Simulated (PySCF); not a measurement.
B3LYP has the VWN-RPA correlation part, as in Gaussian. Delta-SCF ions had no search for a lower state. 

Z-matrix (Å, degrees):
```
Si
O 1 1.6337
H 2 0.9676 1 112.19
H 1 1.4859 2 111.66 3 118.75
H 1 1.4860 4 108.96 2 -123.75
C 1 1.8856 4 108.47 5 -117.91
H 6 1.0933 1 121.00 4 59.30
S 6 1.6137 7 118.88 1 179.96
```
Charge 0, spin multiplicity 1.

Give the vertical ionisation energy (Delta-SCF), HOMO and dipole moment at the level PySCF with B3LYP-D3(BJ)/def2-TZVP // PBE0-D4/def2-TZVP.


vertical ionisation energy (Delta-SCF): 9.11 eV
HOMO: -6.67 eV
dipole moment: 1.47 D
